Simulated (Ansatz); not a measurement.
Born–Oppenheimer molecular dynamics of ClFGaH3O2 (8 atoms, charge 0, multiplicity 1). It starts at the highest image of a converged band, a first-order saddle point between two minima.

Level of theory: RKS PBE0/def2-SVP in Ansatz 0.2.0.

```json
{"ensemble": "NVE (velocity Verlet)", "time step": "0.5 fs", "steps asked": "200", "starting velocities drawn for": "100 K", "seed": "4021"}
```

First frame:

```xyz
8
Properties=species:S:1:pos:R:3
Ga -0.398 -0.132 0.175
Cl 1.234 1.569 -0.749
O -1.726 -0.361 -0.961
O -0.638 0.146 1.899
H 1.614 0.209 -0.651
F 1.184 -1.028 -0.267
H -1.448 -0.579 -1.856
H 0.177 0.177 2.410
```

(1) How far do the bonds stretch over the last three quarters of this one trajectory? (Pairs bonded in most of those frames.)

Results:

(1) 
| bond | mean (Å) | spread (Å) | shortest | longest |
| --- | --- | --- | --- | --- |
| Ga1–Cl2 | 2.231 | 0.105 | 2.13 | 2.44 |
| Ga1–O3 | 1.764 | 0.029 | 1.73 | 1.81 |
| Ga1–O4 | 1.766 | 0.009 | 1.75 | 1.78 |
| O3–H7 | 0.963 | 0.008 | 0.95 | 0.98 |
| O4–H8 | 0.963 | 0.006 | 0.95 | 0.97 |
| H5–F6 | 0.973 | 0.060 | 0.89 | 1.18 |

Mean temperature of the second half: 449 K. The conserved energy stayed within 0.12 meV per atom of its start (net change 0.026 meV per atom), so the integration is sound. The system heated up, since it started high on the potential surface and ran downhill. A run of 0.1 ps of so small a system gives no equilibrium averages. The orbitals stay closed-shell, which can raise the energy where a bond breaks towards radicals; this wasn't checked here.

Run time: 17 min on 2 threads of Intel(R) Xeon(R) Platinum 8175M CPU @ 2.50GHz (Skylake/Cascade Lake), on a shared host, peak memory 0.27 GiB.
